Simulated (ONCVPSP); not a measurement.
## What one change does to a pseudopotential (hafnium, ONCV)

* Element: hafnium
* Generator: ONCVPSP 4.0.1
* Type: optimised norm-conserving Vanderbilt (ONCV)
* Functional: PBEsol
* Relativity: fully relativistic
* Frozen core: [Kr] 4d10 4f14
* Valence charge: 12
* Reference configuration: 5s2 5p6 5d2 6s2
* Partial waves: 5s+6s: rc 1.80 bohr, ncon 3, nbas 6, qcut 7.5 1/bohr, 2 projectors; 5p: rc 1.60 bohr, ncon 3, nbas 6, qcut 10.4 1/bohr, 2 projectors, debl 1.3 Ha; 5d: rc 2.45 bohr, ncon 4, nbas 8, qcut 7.1 1/bohr, 2 projectors, debl 3.7 Ha
* Local potential: polynomial inside 1.10 bohr (lpopt 4, dvloc0 0 Ha)
* Core correction: Teter function, fcfact 6, rcfact 1.55

Open shells are filled in proportion to 2j + 1.

Change: p: rc 2.06.

Cutoffs: the cutoffs (Ha) at which the residual kinetic energy of the hardest occupied pseudo-wave falls to 1 and 0.1 mHa per electron; they do not see the model core or the augmentation charge, which bear on the density cutoff. Errors are all-electron minus pseudo energies relative to the spin-unpolarised reference configuration.

Q: What does the change do?

A: The potential gets softer (29 Ha and 35 Ha → 19 Ha and 23 Ha); the errors of the 3 common tests hardly move; neither file shows a bound ghost. A larger radius leaves more room for a smooth pseudo-wave, so fewer plane waves are needed.

```csv
quantity,base,changed
"cutoff, loose",29 Ha,19 Ha
"cutoff, tight",35 Ha,23 Ha
loose cutoff by channel,"s 19 Ha, p 29 Ha, d 13 Ha","s 19 Ha, p 16 Ha, d 13 Ha"
bound ghosts,none,none
GHOST(+) flags under 300 eV,s at 148.0 eV,s at 148.0 eV
tests with a reliable result,3 of 4,3 of 4
"error for 5s2 5p6 5d2 6s1, meV [ΔE 8.01 eV]",-1.0,-1.0
"error for 5s2 5p6 5d2 6s0, meV [ΔE 22.18 eV]",-0.8,-0.7
"error for 5s2 5p6 5d2 6s1.5, meV [ΔE 3.27 eV]",-0.2,-0.2
s: phases at 1.82 bohr within 0.05 rad from the reference energy up to (Ha; the scan ends near 5),to the end of the scan,to the end of the scan
d5/2: phases at 2.49 bohr within 0.05 rad from the reference energy up to (Ha; the scan ends near 5),to the end of the scan,to the end of the scan
d3/2: phases at 2.49 bohr within 0.05 rad from the reference energy up to (Ha; the scan ends near 5),to the end of the scan,to the end of the scan
"rms error of d²Exc/dni dnj with the model core, mHa",1.74,1.71
```
